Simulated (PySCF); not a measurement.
## [HoCl4]− at several levels of theory

Computed with PySCF 2.14.0 (density fitting, no spin-orbit coupling) at the geometry relaxed with PBE0:

```xyz
5
[HoCl4]− (singlet in the valence; each metal's 4f electrons, 10 of them, lie in its core potential, out of spins and levels)
Ho    0.0000    0.0000    0.0000
Cl    1.4545    1.4545    1.4545
Cl   -1.4545   -1.4545    1.4545
Cl    1.4545   -1.4545   -1.4545
Cl   -1.4545    1.4545   -1.4545
```

| level | basis | state | HOMO (eV) | gap (eV) | charge on Ho1 (e) | population of f-type functions on Ho1 (polarisation alone where 4f lies in the core) | dipole about the centre of mass (D) | largest force component (eV/Å) |
| --- | --- | --- | --- | --- | --- | --- | --- | --- |
| PBE0 | Ho lcecp-1-SVP with ECP56, Cl def2-SVP | singlet | -4.49 | 7.99 | 0.72 | 0.04 | 0.00 | 0.00 |
| PBE0 | Ho lcecp-1-TZVP with ECP56, Cl def2-TZVP | singlet | -4.76 | 8.12 | 1.30 | 0.06 | 0.00 | 0.00 |

In the lcecp rows the 4f levels are missing from HOMO and gap, and the state counts the valence alone.

Charges are Mulliken's, which hang on the basis. The relaxation used the grid (50, 194), these runs (75, 302) or, all-electron (x2c bases, spin-free X2C Hamiltonian), (99, 590).

(1) A further run in the first row's basis gives HOMO (eV) -2.76, gap (eV) 5.78, charge on Ho1 (e) 0.46, population of f-type functions on Ho1 (polarisation alone where 4f lies in the core) 0.04, dipole about the centre of mass (D) 0.00, largest force component (eV/Å) 0.16. Which level was it?
A. BLYP
B. r2SCAN

An lcecp potential fixes the number of 4f electrons, so in runs with it no electron can move into or out of that shell.

Answers

(1) A. The others give HOMO -3.50 eV (r2SCAN).
